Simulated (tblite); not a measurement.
Compound: C₄H₁₀N₂P₂.
SMILES with atom numbers: `[CH3:1][N:2]1[CH:3]=[CH:4][N:5]([CH3:6])[P:7]1[PH2:8]` (hydrogens: H9, H10, H11 on C1; H12 on C3; H13 on C4; H14, H15, H16 on C6; H17, H18 on P8)

Geometry (GFN2-xTB, Å), atoms numbered from 1 in this order:
```xyz
18
C4H10N2P2 angstrom
C     -2.5344   -0.6952   -0.1433
N     -1.0979   -0.6527   -0.1705
C     -0.3646   -0.9573   -1.3195
C      0.9433   -0.7748   -1.1414
N      1.2404   -0.3353    0.1510
C      2.5690    0.0480    0.5440
P     -0.1503    0.0793    1.0318
P     -0.3835    2.3011    0.5339
H     -2.8937   -1.6137   -0.6118
H     -2.9767    0.1630   -0.6646
H     -2.8700   -0.6766    0.8943
H     -0.8725   -1.3197   -2.1918
H      1.7405   -0.9547   -1.8362
H      3.2949   -0.6767    0.1706
H      2.8350    1.0429    0.1640
H      2.6245    0.0713    1.6331
H      0.4166    2.6159    1.6256
H     -1.5294    2.3415    1.3193
```

All values are computed: GFN2-xTB (tblite) harmonic vibrations without scaling, gas phase. Against measured fundamentals such values can be off by several per cent, at times by over 20. Modes of hydrogen on phosphorus can be 10 to 20 % off. One conformer, not necessarily the lowest.

Harmonic wavenumbers (cm⁻¹): 38.5, 47.1, 87.3, 98.2, 134.4, 138.5, 189.5, 243.0, 276.8, 326.6, 386.5, 437.9, 454.5, 617.8, 650.6, 676.2, 729.5, 730.8, 732.9, 734.5, 987.4, 1006.1, 1085.6, 1098.5, 1098.9, 1141.4, 1179.3, 1203.8, 1231.4, 1309.5, 1312.7, 1415.4, 1415.8, 1472.1, 1472.6, 1486.2, 1487.0, 1655.2, 2261.2, 2332.9, 2896.9, 2902.9, 2979.5, 2983.3, 2997.2, 2999.6, 3145.1, 3160.5.

A = 1672, B = 1536, C = 977.0 MHz; mass 148.032 u (most abundant isotopes); point group Cs, symmetry number 1.

Q: What is the zero-point energy?

A: Half the sum of the wavenumbers: 29725 cm⁻¹ = 355.59 kJ/mol.

Q: Entropy at 200 K, 1 bar (ideal gas, RRHO, classical rotation)?

A: Translation 162.88, rotation 117.36, vibration 103.11: S = 383.4 J/(mol K).

Q: And Cp and H(200 K) − H(0)?

A: Cp = 130.25 J/(mol K), of which vibrations give 96.99 (their classical limit is 48 R = 399.1); H(200 K) − H(0) = 17.33 kJ/mol without the zero-point energy, 10.67 from vibrations.

Q: What must be added to the electronic energy to get the Gibbs energy at 200 K and 1 bar?

A: ZPE + [H(200 K) − H(0)] − T·S = 355.59 + 17.33 − 76.67 = 296.25 kJ/mol.

Q: How do the functions run with temperature in this model?

A: 
```json
{"T (K)": "150", "S (J/(mol K))": "348.8", "Cp (J/(mol K))": "111.0", "H − H(0) (kJ/mol)": "11.29", "G − H(0) (kJ/mol)": "-41.02", "ln q(vib)": "4.34"}
{"T (K)": "250", "S (J/(mol K))": "414.5", "Cp (J/(mol K))": "149.3", "H − H(0) (kJ/mol)": "24.32", "G − H(0) (kJ/mol)": "-79.30", "ln q(vib)": "7.55"}
{"T (K)": "298.15", "S (J/(mol K))": "442.3", "Cp (J/(mol K))": "167.6", "H − H(0) (kJ/mol)": "31.95", "G − H(0) (kJ/mol)": "-99.93", "ln q(vib)": "9.01"}
{"T (K)": "400", "S (J/(mol K))": "496.8", "Cp (J/(mol K))": "204.2", "H − H(0) (kJ/mol)": "50.92", "G − H(0) (kJ/mol)": "-147.80", "ln q(vib)": "11.96"}
{"T (K)": "600", "S (J/(mol K))": "591.1", "Cp (J/(mol K))": "261.6", "H − H(0) (kJ/mol)": "97.83", "G − H(0) (kJ/mol)": "-256.85", "ln q(vib)": "17.39"}
{"T (K)": "900", "S (J/(mol K))": "708.7", "Cp (J/(mol K))": "317.7", "H − H(0) (kJ/mol)": "185.42", "G − H(0) (kJ/mol)": "-452.44", "ln q(vib)": "24.74"}
```

q(vib) and H(0) count from the zero-point level.

Q: Which modes carry the vibrational entropy at 200 K?

A: 38.5 cm⁻¹: 19.02; 47.1 cm⁻¹: 17.35; 87.3 cm⁻¹: 12.32; 98.2 cm⁻¹: 11.37; 134.4 cm⁻¹: 8.91; 138.5 cm⁻¹: 8.68 J/(mol K); the other 42 give 25.46 together.

Q: Blend soft modes into free rotors: weight 1/[1 + (100 cm⁻¹/ν̃)⁴] for the oscillator and the rest for a rotor with moment μB/(μ + B), μ = h/(8π²ν), B = 10⁻⁴⁴ kg m². What vibrational entropy results?

A: 93.56 J/(mol K) in place of 103.11, which changes −T·S at 200 K by +1.91 kJ/mol.

Hindered rotation and anharmonicity are outside this model. Other conformers, if any are populated, would add a mixing term that is left out.
